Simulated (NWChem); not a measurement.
Two isomers of CH$_{4}$AlFOS, each optimised at PBE0/def2-SVP with NWChem. Flexible species stand in one conformer each, which need not be the lowest. 

A: C[S][Al]([OH])[F]
B: C[O][Al]([F])[SH]

**Question.** Which is lower in energy, by how much, and how do their other properties compare?

**Answer.** A is lower by 4.9 kcal/mol in electronic energy; with zero-point energies, B − A = 4.1 kcal/mol.
```
                                       A      B
---------------------------------  -----  -----
highest occupied level (eV)        -7.14  -7.71
orbital gap (eV)                    6.67   7.25
dipole (D)                          2.47   1.04
highest harmonic frequency (cm⁻¹)   3992   3108
zero-point energy (kcal/mol)        35.0   34.2
```
